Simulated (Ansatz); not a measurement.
Ansatz (a program for electronic structure) input (MP2/6-31G*):

Ansatz 0.2 input:
```yaml
crystal:
  periodic: [false, false, false]
  atoms:
    - {symbol: C, position_ang: [1.73891800, -0.08966400, -0.57283200]}
    - {symbol: Si, position_ang: [-0.00067100, 0.04779500, 0.20006400]}
    - {symbol: C, position_ang: [-0.92217800, 1.27743500, -0.96908500]}
    - {symbol: C, position_ang: [-0.84339300, -1.62293800, -0.27593100]}
    - {symbol: N, position_ang: [0.14166100, 0.43413500, 1.80045600]}
    - {symbol: H, position_ang: [2.27501700, 0.85788100, -0.46596500]}
    - {symbol: H, position_ang: [2.32162000, -0.85774900, -0.05595000]}
    - {symbol: H, position_ang: [1.70246700, -0.34512700, -1.63762600]}
    - {symbol: H, position_ang: [-0.90512400, 0.96367100, -2.02056700]}
    - {symbol: H, position_ang: [-0.46838200, 2.27125900, -0.90215500]}
    - {symbol: H, position_ang: [-1.97132300, 1.37708100, -0.66861800]}
    - {symbol: H, position_ang: [-0.82957000, -1.81771500, -1.35584900]}
    - {symbol: H, position_ang: [-1.88964400, -1.62980400, 0.04999100]}
    - {symbol: H, position_ang: [-0.34001100, -2.45451200, 0.22724800]}
    - {symbol: H, position_ang: [-0.71736500, 0.53794900, 2.33248400]}
basis:
  gaussian:
    orbitals: 6-31G*
total_charge: -1
magnetization: {spin_polarized: false}
correlation: {method: mp2, electrons: outside_noble_gas}
relax: {f_tol: 0.003, max_steps: 120}
```

From the output:

```
relax step   8: F+E_penalty+E_count = -12610.74874192 eV  Δ(F+E_penalty+E_count) = -1.257e-6 eV  max|allowed force component| = 3.819e-4 eV/Å  Δτ_max = 0.0004 Å  (34 SCF iters, accepted)
these checks for a lower state are left out or cut short: cluster_reference
integrals: 0.07 GiB planned
1171 factors; integrals over basis functions are off by at most 4.3e-4 eV
mean field: 0.32 GiB planned
mean field -12592.95561857 eV, -462.7825831707 hartree, gradient 1.1e-6 eV, S^2 0.000000; 1 other end points of the search recorded, 0 dependent functions left out
9 core orbitals not correlated
reference -12592.95561857 eV, -462.7825831707 hartree; 16, 16 occupied and 74, 74 virtual orbitals, 1171 factors
densities: 0.25 GiB planned
second order -17.79312335 eV of doubles, -0.00000000 eV of singles
the calculation of the forces begins
mean field evaluation 96: about -12592.9556 eV, gradient 1.1e-6 eV
Total energy: -12610.74874192 eV, -463.4364683930 hartree
Atom 0 at     1.734841    -0.088347    -0.566858 Å, force     0.000008     0.000016     0.000068 eV/Å
Atom 1 at    -0.001143     0.053520     0.224071 Å, force     0.000338     0.000005    -0.000019 eV/Å
Atom 2 at    -0.926445     1.268835    -0.968779 Å, force    -0.000022     0.000130    -0.000065 eV/Å
Atom 3 at    -0.848099    -1.615359    -0.279491 Å, force    -0.000014    -0.000147     0.000001 eV/Å
Atom 4 at     0.175877     0.443698     1.836583 Å, force     0.000297    -0.000042    -0.000210 eV/Å
Atom 5 at     2.277072     0.858251    -0.467706 Å, force    -0.000115    -0.000039     0.000016 eV/Å
Atom 6 at     2.323713    -0.858759    -0.057361 Å, force    -0.000117     0.000036    -0.000002 eV/Å
Atom 7 at     1.695148    -0.344356    -1.633569 Å, force    -0.000008    -0.000021    -0.000088 eV/Å
Atom 8 at    -0.895736     0.936122    -2.015838 Å, force     0.000029     0.000009     0.000073 eV/Å
Atom 9 at    -0.481379     2.269781    -0.922463 Å, force     0.000038    -0.000036    -0.000047 eV/Å
Atom 10 at    -1.983739     1.370339    -0.690525 Å, force    -0.000059     0.000075    -0.000005 eV/Å
Atom 11 at    -0.821668    -1.790561    -1.364194 Å, force     0.000028     0.000026     0.000069 eV/Å
Atom 12 at    -1.902120    -1.634336     0.027556 Å, force    -0.000055    -0.000073     0.000030 eV/Å
Atom 13 at    -0.352817    -2.463039     0.208625 Å, force     0.000036     0.000013    -0.000058 eV/Å
Atom 14 at    -0.701484     0.543908     2.355615 Å, force    -0.000382     0.000047     0.000238 eV/Å
Dipole moment:    -0.287713    -0.195667    -0.786029 e Å
Checks for a lower state left out: cluster_reference
```

The dipole moment of an ion depends on the origin.

The geometry given is a B3LYP-D3(BJ)/def2-TZVP minimum.
